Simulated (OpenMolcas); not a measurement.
Mn⁵⁺: Racah parameters, the spin-orbit constant, worked from levels

```
Program             : OpenMolcas 26.06
Basis               : ANO-RCC-VTZP [6s5p3d2f1g]
Scalar Hamiltonian  : DKH2, point nucleus
Active space        : 2 electrons in 5 orbitals (3d)
State averaging     : 2S+1 = 3 even, 10 roots; 2S+1 = 1 even, 15 roots
Spin-orbit coupling : RASSI with atomic mean-field integrals over the reference wave functions, term energies averaged over their components
```

Methods: CASSCF; SS-CASPT2, IPEA 0.25 Eh, imaginary shift 0.1 Eh (closed shells correlated: 3s 3p). Measured levels: Corliss and Sugar, J. Phys. Chem. Ref. Data 6, 1253 (1977).

**Racah parameters.** Above ³F, d2 has ³P at 15B, ¹G at 12B + 2C and ¹D at 5B + 2C. The first two fix B and C, and the third tests them; where it misses by thousands of cm-1, two parameters do not describe the configuration (Trees and configuration-interaction terms are left out) and B and C hang on the terms chosen. Term energies are centres of gravity, weighted by 2J + 1.

| Source | ³P | ¹G | B | C | C/B | ¹D from B, C | ¹D found |
| --- | --- | --- | --- | --- | --- | --- | --- |
| CASSCF | 21484 | 27840 | 1432 | 5326 | 3.72 | 17812 | 17854 |
| SS-CASPT2 | 18153 | 25077 | 1210 | 5277 | 4.36 | 16604 | 14292 |
| measured | 17380 | 24547 | 1159 | 5322 | 4.59 | 16439 | 14372 |

Energies in cm-1. From CASSCF to SS-CASPT2, B changes by -15.5 % and C by -0.9 %. Against the measured terms, SS-CASPT2 has B off by +4.4 % and C by -0.8 %.

**The spin-orbit constant.** For the Hund term ³F of d2, E(J) = (A/2) J(J+1) + constant and ζ = 2S·A = 2A. From J = 2 to J = 4 the energy changes by 7 A.

| Source | E(4) - E(2) | A | ζ |
| --- | --- | --- | --- |
| CASSCF | 1704.4 | 243.5 | 487 |
| SS-CASPT2 | 1710.2 | 244.3 | 489 |
| measured | 1669.0 | 238.4 | 477 |

All in cm-1. SS-CASPT2 is off by +2.5 % and CASSCF by +2.1 %. Both methods take the spin-orbit matrix elements from the reference wave functions, so the second can move ζ only through the term energies and any multistate remixing. Second-order mixing with other terms is absorbed into this ζ.

CASPT2 does not keep the components of a term degenerate, so their means are used; among the terms shown or strongly mixed into the levels shown the widest spread is 770 cm-1 (3d² ¹G, SS-CASPT2). Without dynamic correlation excited terms often stand tens of per cent too high (terms of higher spin than the ground term too low), and those without a measured partner can miss by more than the paired ones (holds for CASSCF). Measured partners are found by configuration, term and J. A level has none where our copy of the source lacks it or the pairing is in doubt (some pairs that miss far off the trend of their configuration count as doubtful), and it then counts in no deviation. Levels of configurations outside the active space are missing.
